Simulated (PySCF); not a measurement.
CH3BeCl, SMILES [CH3][Be][Cl]. Geometry optimised at r2SCAN-D4/def2-TZVP.

Method: r2SCAN-D4/def2-TZVP (PySCF).

Harmonic wavenumbers (cm⁻¹): 216, 216, 478, 676, 676, 1123, 1241, 1441, 1441, 3021, 3096, 3096. Rotational constants (GHz): 162.1, 3.587, 3.587; symmetry number 3.

Work out the zero-point energy and the ideal-gas rigid-rotor harmonic-oscillator thermochemistry at 298.15 K and 1 atm.

ZPE = ½ Σ hcν = ½ × 16721 cm⁻¹ = 23.90 kcal/mol. H − E(el) = 27.28 kcal/mol. Entropy in cal/(mol K): translation 38.17, rotation 20.38, vibration 5.49, total 64.04. G − E(el) = 8.19 kcal/mol. Cp = 15.26 cal/(mol K).
